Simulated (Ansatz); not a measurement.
Si(tBu)2Me2 (C₁₀H₂₄Si), 35 atoms. Hardware: 4 threads of Arm Neoverse V1 on a shared host.

Correlated methods freeze 15 core orbitals.

(1) How many basis functions does each of these Ansatz runs have, and roughly what does it cost? MP2/def2-SVP, charge 0 singlet, energy, from earlier orbitals; PBE0-D4/def2-TZVP, charge 0 singlet, energy, from earlier orbitals; PBE0-D4/def2-SVP, charge 1 doublet at the geometry of the charge 0 singlet, energy; PBE-D4/def2-SVP, charge 0 singlet, relaxation, 6 steps; PBE0-D4/def2-SVP, charge 0 triplet at the geometry of the charge 0 singlet, energy; PBE-D4/def2-SVP, charge 0 singlet, energy, from earlier orbitals; BLYP-D4/def2-SVP, charge 1 doublet at the geometry of the charge 0 singlet, energy, from earlier orbitals; PBE-D4/def2-TZVP, charge 0 singlet, energy and forces, from earlier orbitals; PBE-D4/def2-SVP, charge 1 doublet, relaxation, 6 steps; BLYP-D4/def2-TZVP, charge 0 singlet, energy, from earlier orbitals; r2SCAN-D4/def2-TZVP, charge 0 singlet, energy, from earlier orbitals; r2SCAN-D4/def2-SVP, charge 0 triplet at the geometry of the charge 0 singlet, energy, from earlier orbitals.

## Answers

(1) Other jobs shared the machine, so times can vary by a factor of up to 3. A dash marks memory too small to be measured apart from the calling script's.

```tsv
run	functions	fitting or Cholesky vectors	wall time	peak host memory (GiB)
PBE-D4/def2-SVP, charge 0 singlet, energy, from earlier orbitals	278	3168	7 s	–
MP2/def2-SVP, charge 0 singlet, energy, from earlier orbitals	278	2892	12 s	1.2
BLYP-D4/def2-SVP, charge 1 doublet at the geometry of the charge 0 singlet, energy, from earlier orbitals	278	3168	13 s	–
BLYP-D4/def2-TZVP, charge 0 singlet, energy, from earlier orbitals	491	3108	13 s	1.4
PBE-D4/def2-TZVP, charge 0 singlet, energy and forces, from earlier orbitals	491	3108	17 s	1.4
r2SCAN-D4/def2-TZVP, charge 0 singlet, energy, from earlier orbitals	491	3108	24 s	1.5
PBE0-D4/def2-TZVP, charge 0 singlet, energy, from earlier orbitals	491	3124	30 s	2.8
PBE-D4/def2-SVP, charge 0 singlet, relaxation, 6 steps	278	3168	33 s	–
r2SCAN-D4/def2-SVP, charge 0 triplet at the geometry of the charge 0 singlet, energy, from earlier orbitals	278	3168	33 s	–
PBE0-D4/def2-SVP, charge 1 doublet at the geometry of the charge 0 singlet, energy	278	3168	45 s	1.9
PBE-D4/def2-SVP, charge 1 doublet, relaxation, 6 steps	278	3168	50 s	–
PBE0-D4/def2-SVP, charge 0 triplet at the geometry of the charge 0 singlet, energy	278	3168	65 s	2
```
